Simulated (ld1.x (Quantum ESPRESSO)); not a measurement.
**Transferability test, TM potential for cadmium**

* Element: cadmium (Cd)
* Generator: ld1.x (Quantum ESPRESSO) 7.5
* Type: norm-conserving Troullier–Martins (Kleinman–Bylander form)
* Functional: PBEsol
* Relativity: fully relativistic
* Frozen core: [Ar] 3d10 4s2
* Valence charge: 18
* Reference configuration: 4p6 4d10 5s1.5 5p0 (charge +0.5)
* Partial waves: 5s (bound): rc 1.70 bohr; 4p (bound): rc 0.85 bohr; 4d (bound): rc 1.85 bohr
* Local potential: all-electron potential smoothed inside 1.72 bohr (lloc = -2)
* Core correction: none

Open shells are filled in proportion to 2j + 1 (rel_dist='average').

Energies are relative to the spin-unpolarised reference configuration 4p6 4d10 5s1.5 5p0; without spin polarisation the order of configurations can differ from experiment.

```csv
valence configuration,charge,ΔE all-electron (eV),error AE − PS (meV)
4p6 4d10 5s2 5p0,0,-3.732,+1.1
4p6 4d10 5s1 5p0,+1,5.578,+0.8
4p5 4d10 5s2 5p0,+1,70.543,+143
4p6 4d10 5s1 5p1,0,0.991,-145
4p6 4d9 5s0 5p0,+3,60.671,-6.3
4p6 4d10 5s0 5p2,0,6.019,-351
```

Question: What are ΔE and the potential's error for 4p6 4d10 5s0 5p0?

Answer: ΔE = 22.675 eV all-electron; the error (AE − PS) is -5.5 meV.

ld1.x printed “convergence not achieved” for 4 of the counted tests; their residual had stalled under 1e-8, short of the target of 1e-14.
